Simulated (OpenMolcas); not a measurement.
V3+ (d2) among equal point charges was computed by CASSCF with the d shell active (OpenMolcas, ANO-RCC-VTZP on the metal). Its lowest spin-free states, and all those of the highest spin:

```csv
2S+1,Degeneracy,E (cm-1)
3,1,0.0
3,2,4755
1,2,11508
1,2,14216
1,1,16393
1,1,23366
3,2,27568
3,2,30106
3,2,34742
1,2,39581
1,2,44592
1,2,46368
3,1,75237
```

**Question.** Is the site octahedral, tetrahedral or cube-like, axial, or of lower symmetry?

**Answer.** The states with 2S+1 = 3 have orbital degeneracies 1, 2, 2, 2, 2, 1. There are pairs but no triples, so the site is axial: not cubic, but with a proper or improper axis of order three or more. The run had V3+ among 3 point charges of -3 e arranged as a planar triangle (D3h), 1.56 Å from the ion. The active orbitals were held to one l.

Without dynamic correlation the repulsion within the d shell is too large (B by tens of per cent), so at a given field states of lower spin stand too high. This is an electrostatic model: the charges have no orbitals. An unlabelled pair can be two single states that coincide in this model. No measured value stands beside these numbers.
